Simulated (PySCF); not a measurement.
Isomers of C2H16Si5, mass 180.010 u with the commonest isotopes. Level of theory: PBE0/pcSseg-1 in PySCF (dipole) on a GFN2-xTB geometry, gas phase. One conformer each, none proved a minimum here; rigid rotors.

Problem. Order these by rotational constant B, smallest first.
A. `[CH3:1][SiH2:2][Si:3]([SiH3:4])([SiH3:5])[CH2:6][SiH3:7]` with C1–Si2–Si3–Si4 31°, Si2–Si3–C6–Si7 -68°
B. `[CH3:1][CH2:2][SiH2:3][Si@@H:4]([SiH3:5])[SiH2:6][SiH3:7]` with C1–C2–Si3–Si4 -178°, C2–Si3–Si4–Si5 -63°, Si3–Si4–Si6–Si7 63°
C. `[CH3:1][Si@@H:2]([SiH3:3])[Si@@H:4]([SiH3:5])[CH2:6][SiH3:7]` with C1–Si2–Si4–Si5 -48°, Si2–Si4–C6–Si7 171°

Solution. C (444.8 MHz), B (582.0 MHz), A (682.9 MHz).

Problem. Order these by dipole moment, smallest first.
A. `[CH3:1][Si@@H:2]([SiH3:3])[Si@@H:4]([SiH3:5])[CH2:6][SiH3:7]` with C1–Si2–Si4–Si5 -48°, Si2–Si4–C6–Si7 171°
B. `[CH3:1][SiH2:2][Si:3]([SiH3:4])([SiH3:5])[CH2:6][SiH3:7]` with C1–Si2–Si3–Si4 31°, Si2–Si3–C6–Si7 -68°
C. `C[SiH](C)[Si]([SiH3])([SiH3])[SiH3]`
D. `[CH3:1][CH2:2][SiH2:3][Si@@H:4]([SiH3:5])[SiH2:6][SiH3:7]` with C1–C2–Si3–Si4 -178°, C2–Si3–Si4–Si5 -63°, Si3–Si4–Si6–Si7 63°

Solution. B (0.29 D), D (0.56 D), C (1.00 D), A (1.16 D).

Problem. Order these by rotational constant C, largest first.
A. `[CH3:1][Si@@H:2]([SiH3:3])[Si@@H:4]([SiH3:5])[CH2:6][SiH3:7]` with C1–Si2–Si4–Si5 -48°, Si2–Si4–C6–Si7 171°
B. `[CH3:1][SiH2:2][Si:3]([SiH3:4])([SiH3:5])[CH2:6][SiH3:7]` with C1–Si2–Si3–Si4 31°, Si2–Si3–C6–Si7 -68°
C. `[CH3:1][CH2:2][SiH2:3][Si@@H:4]([SiH3:5])[SiH2:6][SiH3:7]` with C1–C2–Si3–Si4 -178°, C2–Si3–Si4–Si5 -63°, Si3–Si4–Si6–Si7 63°
D. `C[SiH](C)[Si]([SiH3])([SiH3])[SiH3]`

Solution. D (618.5 MHz), B (585.7 MHz), A (405.4 MHz), C (396.6 MHz).

| SMILES | point group | Ia (u·Å²) | Ib (u·Å²) | Ic (u·Å²) | κ | μa (D) | μb (D) | μc (D) |
| --- | --- | --- | --- | --- | --- | --- | --- | --- |
| C[SiH2][Si]([SiH3])([SiH3])C[SiH3] | C1 | 607.68 | 740.03 | 862.81 | -0.21 | 0.07 | 0.10 | 0.26 |
| CC[SiH2][Si@@H]([SiH3])[SiH2][SiH3] | C1 | 582.74 | 868.39 | 1274.38 | -0.21 | 0.32 | 0.25 | 0.38 |
| C[SiH](C)[Si]([SiH3])([SiH3])[SiH3] | Cs | 572.65 | 741.00 | 817.13 | -0.52 | 0.99 | 0.00 | 0.14 |
| C[Si@@H]([SiH3])[Si@@H]([SiH3])C[SiH3] | C1 | 358.16 | 1136.13 | 1246.62 | -0.92 | 0.12 | 0.70 | 0.92 |
